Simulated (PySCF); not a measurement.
Gas-phase reaction: H2O + 2 WO2F2 → WO2(OH)2 + WOF4

Energies from PySCF, thermal terms from the rigid-rotor harmonic-oscillator model, ideal gas at 1 bar. † marks an energy on the PBE0/def2-TZVP geometry and frequencies. CCSD(T) freezes the core. All species are closed-shell singlets. B3LYP is the form with VWN-RPA correlation. W: scalar-relativistic def2 core potential, no spin-orbit coupling. No R ln 2 is added for the mirror-image form of WO2(OH)2. WO2F2: computed as isolated molecules; such fragments, hydroxides, amides, oligomers or adducts are transient or little studied in the gas. CCSD(T) isn't extrapolated to the basis-set limit; its ΔH°(298 K) is -79.5 kJ in def2-SVP and -76.9 kJ in def2-TZVPP. The harmonic model lacks anharmonicity and excited electronic states, which grow with temperature; levels with a mode under 35 cm⁻¹ are left out. Soft modes under 120 cm⁻¹ make the harmonic entropy rough for WOF4. Warning, large T1 diagnostic: WO2(OH)2, WO2F2, WOF4 (CCSD(T)/def2-TZVPP†).

```csv
level,"ΔE electronic, kJ","ΔH°(298 K), kJ","ΔS°(298 K), J/K","ΔG°(2000 K), kJ"
B3LYP/def2-TZVP†,-81,-79,-152,191
BLYP/def2-TZVP†,-67,-64,-152,205
CCSD(T)/def2-TZVPP†,-79,-77,-152,192
PBE0/def2-QZVP†,-87,-85,-152,184
r2SCAN/def2-TZVP†,-101,-99,-152,170
LDA/def2-TZVP†,-138,-135,-152,134
```
ΔH° is lowest at LDA/def2-TZVP† and highest at BLYP/def2-TZVP†. No reference value is set beside these.
